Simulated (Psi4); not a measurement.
Psi4 input (wB97X-D/6-311+G**):

```
memory 1500 MB

molecule {
-1 1
B     0.31842600   -0.56037100   -0.14305900
F     0.23682600    0.07215500    1.09084100
F    -0.41372900    0.23916200   -1.01136400
symmetry c1
no_reorient
no_com
}

set {
  basis 6-311+G**
  reference rks
  scf_type pk
  dft_radial_points 99
  dft_spherical_points 590
  e_convergence 1e-8
  d_convergence 1e-7
  maxiter 150
}

e = energy('wb97x-d')
print_out(f'\nFINAL {e:.10f} DIPOLE {variable("CURRENT DIPOLE")[0]:.6f} {variable("CURRENT DIPOLE")[1]:.6f} {variable("CURRENT DIPOLE")[2]:.6f}\n')
```

From the output:

```
    One-Electron Energy =                -424.2430919518030805
    Two-Electron Energy =                 163.6328861647151882
    DFT Exchange-Correlation Energy =     -17.7115908316768369
    Empirical Dispersion Energy =          -0.0000701450879550
    VV10 Nonlocal Energy =                  0.0000000000000000
    Total Energy =                       -224.6108758165306938

Computation Completed

Properties will be evaluated at   0.000000,   0.000000,   0.000000 [a0]

Properties computed using the SCF density matrix

 Multipole Moments:

 ------------------------------------------------------------------------------------
     Multipole            Electronic (a.u.)      Nuclear  (a.u.)        Total (a.u.)
 ------------------------------------------------------------------------------------

 L = 1.  Multiply by 2.5417464519 to convert [e a0] to [Debye]
 Dipole X            :         -0.7643018            0.0000057           -0.7642961
 Dipole Y            :          1.3450242           -0.0000038            1.3450204
 Dipole Z            :          0.3433789           -0.0000038            0.3433751
 Magnitude           :                                                    1.5846561

 ------------------------------------------------------------------------------------

FINAL -224.6108758165 DIPOLE -0.764296 1.345020 0.343375

*** Psi4 exiting successfully. Buy a developer a beer!
```

The dipole moment of an ion depends on the origin.

The geometry given is a B3LYP-D3(BJ)/def2-TZVP minimum.
